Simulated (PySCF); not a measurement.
TeO at TPSS

Computed with TPSS; basis Te aug-cc-pVDZ-PP with ECP28, O aug-cc-pVDZ; scalar-relativistic core potentials; PySCF 2.14.

| Item | Value |
| --- | --- |
| state | ³Σ⁻ (triplet), unpaired electrons π ↑↑ |
| bond length | 1.873 Å |
| harmonic wavenumber | 771 cm⁻¹ |
| force constant | 4.98 mdyn/Å |
| rotational constant Be | 0.3375 cm⁻¹ |
| anharmonicity ωexe | 3.14 cm⁻¹ |
| vibration–rotation constant αe | 0.00194 cm⁻¹ |
| well depth De to Te + O | 4.27 eV |
| dissociation energy D0 | 4.22 eV |
| bond order (Mayer) | 1.57 |
| dipole moment (positive dipole means Te(−)O(+)) | -2.73 D |

Spin–orbit coupling is left out, which matters for elements this heavy, above all for dissociation energies. The state is the lowest determinant that a PBE0 search found; another state may lie lower at other levels.
